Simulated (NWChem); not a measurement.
Molecule: SnBrCl, singlet; SMILES [Cl][Sn][Br]

Results from NWChem. Low-valent species are run as closed-shell singlets; no triplet was tried in these runs. Structure relaxed at the PBE0/def2-SVP level. def2 effective core potentials on Sn; no spin-orbit coupling. Static field.

For level LDA (Slater exchange, VWN5)/def2-SVPD:

```
Property                          Value
--------------------------------  -----
isotropic polarisability (bohr³)   82.2
anisotropy (bohr³)                 41.7
```

Problem. What are these values for level LC-BLYP (range parameter 0.33 per bohr)/def2-SVPD?

Solution. The isotropic polarisability (bohr³) is 79.0 and the anisotropy (bohr³) comes out as 37.2.
